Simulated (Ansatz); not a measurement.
**Which is lower?**

The two ends of one reaction step of SiH$_{5}$Cl$_{2}$OF, closed shell (PBE0-D4/def2-TZVP).

A:

```tsv
atom	x (Å)	y (Å)	z (Å)
Si1	-0.7483	1.0940	-0.2059
Cl2	-0.9748	-2.5336	-0.3809
H3	-0.5893	0.5706	-1.5701
H4	-1.9592	0.6413	0.5025
Cl5	-0.8139	3.1395	-0.2535
H6	1.5183	-0.6458	0.1882
O7	0.6263	0.6284	0.6065
H8	0.3074	-2.3478	-0.3193
F9	1.9004	-1.4743	-0.0805
H10	0.7333	0.9279	1.5128
```

B:

```xyz
10
angstrom
Si -0.8939 0.6152 -0.3622
Cl -0.7531 -1.6228 -0.9318
H -1.0993 0.9218 -1.7805
H -1.9233 0.2759 0.6260
Cl -0.6715 2.6853 0.2745
H 1.2076 -0.4600 0.4615
O 0.8152 0.4255 0.1780
H 0.7162 -2.1289 0.1527
F 1.4888 -1.9151 0.7061
H 1.1134 1.2032 0.6755
```

Program: Ansatz 0.2.0. Basis: def2-TZVPP. Cores are frozen in the correlated methods. B3LYP uses VWN-RPA correlation.

Problem. Which structure is lower at CCSD(T), and by how much? (Judge from chemistry; the value comes from the calculation.)

Solution. The calculation gives: A, by 58.1 kJ/mol (electronic energy, against the other). By their contacts, A is a complex of SiH₃ClO ([OH][SiH2][Cl]) + HCl + HF and B is a complex of SiH₄Cl₂O ([OH2][SiH2]([Cl])[Cl]) + HF.

Problem. Do the other methods give the same order? (Judge from chemistry; the calculation decides.)

Solution. Computed: Not all: SPW92 gives the other order.

```tsv
method	E(B) − E(A) (kJ/mol)
SPW92	-3.1
PBE-D4	31.6
BLYP-D4	50.7
r2SCAN-D4	37.2
B97M-V	50.6
PBE0-D4	36.2
B3LYP-D4	52.5
r2SCAN0-D4	39.5
BHLYP-D4	58.1
CAM-B3LYP-D4	51.9
wB97X-V	48.9
wB97M-V	43.1
B2PLYP	56.6
PBE-QIDH	43.0
RPA on PBE	64.3
HF	94.1
MP2	51.8
CCSD	64.9
CCSD(T)	58.1
```

T1 diagnostic: at most 0.010.

Labels in which every atom is bracketed show which atoms are joined, not bond orders.

For scale, one of the runs: CCSD(T)/def2-TZVPP, 258 basis functions, launched by `ansatz run in.yaml --threads 8 --pin off --events-out ev --progress --plain --max-ram 19148MiB`. Time: 61 s of wall clock on 8 CPU threads of an Intel Xeon; the host was shared. Peak host memory: 5.8 GiB.
